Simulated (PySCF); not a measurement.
Species: C6H14P2.
SMILES: `C=CC[P@](=C)(P)CC`

Torsions of this conformer, `[CH2:1]=[CH:2][CH2:3][P@:4](=[CH2:5])([PH2:6])[CH2:7][CH3:8]`: C1–C2–C3–P4 -108°, C2–C3–P4–C5 172°, C3–P4–C7–C8 167°, H–P6–P4–C3 53°, H–P6–P4–C3 148°.

The closed-shell ground state was solved at several levels (PySCF, density fitting, gas phase, non-relativistic). Isolated species at its PBE0-D3(BJ)/def2-SVP geometry (one conformer only).

```json
{"level": "PBE0/pcSseg-1", "basis functions": "220", "total energy (Eh)": "-919.0796", "HOMO (eV)": "-4.95", "LUMO (eV)": "-0.40", "gap (eV)": "4.55", "dipole (D)": "1.85"}
{"level": "mPW1PW91/pcSseg-1", "basis functions": "220", "total energy (Eh)": "-919.6126", "HOMO (eV)": "-4.96", "LUMO (eV)": "-0.41", "gap (eV)": "4.55", "dipole (D)": "1.87"}
```

Problem. What might B3LYP/def2-SVPD (280 basis functions) give for the same quantities?

Solution. Total energy -919.3666 Eh, HOMO -4.74 eV, LUMO -0.69 eV, gap 4.05 eV, dipole 2.11 D.

Problem. How far do the dipole and the HOMO energy spread over the levels?

Solution. The dipole runs from 1.85 to 2.11 D (mean 1.95 D) and the HOMO from -4.96 to -4.74 eV.
